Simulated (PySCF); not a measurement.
In(OH)(NH2)2 (H₅InN₂O), SMILES [NH2][In]([NH2])[OH].

Geometry optimised at PBE-D3(BJ)/def2-SVP. The structure was generated by enumeration; whether it is a known compound was not checked. The def2 effective core potentials stand for the cores of In; spin–orbit coupling is left out. The values are those of a single conformer.

Computed with TDA-PBE/def2-SVPD (PySCF 2.14.0).

Vertical excitations. The molecule is in vacuum.

Computed lowest excited states:
```csv
state,energy (eV),λ (nm),f,main pairs
S1,4.10,302,0.057,HOMO→LUMO 80 %
S2,4.18,296,0.017,HOMO−1→LUMO 77 %
S3,4.73,262,0.069,HOMO−2→LUMO 83 %
S4,5.29,234,0.035,HOMO−3→LUMO 75 %
S5,5.47,227,0.051,HOMO→LUMO+1 75 %
S6,5.79,214,0.018,"HOMO→LUMO+2 64 %, HOMO−1→LUMO+1 25 %"
S7,5.83,213,0.018,"HOMO−1→LUMO+1 45 %, HOMO→LUMO+2 35 %"
S8,6.14,202,0.021,"HOMO→LUMO+3 61 %, HOMO−1→LUMO+2 22 %"
S9,6.17,201,0.053,"HOMO−1→LUMO+2 53 %, HOMO→LUMO+3 22 %, HOMO−2→LUMO+1 20 %"
S10,6.37,195,0.080,"HOMO−2→LUMO+1 31 %, HOMO−1→LUMO+3 21 %, HOMO−1→LUMO+2 14 %, HOMO→LUMO+4 9 %"
T1,3.29,377,0,HOMO→LUMO 99 %
T2,3.67,338,0,HOMO−1→LUMO 96 %
T3,4.17,297,0,HOMO−2→LUMO 96 %
T4,4.71,263,0,HOMO−3→LUMO 98 %
```
Triplets are in the Tamm–Dancoff approximation.
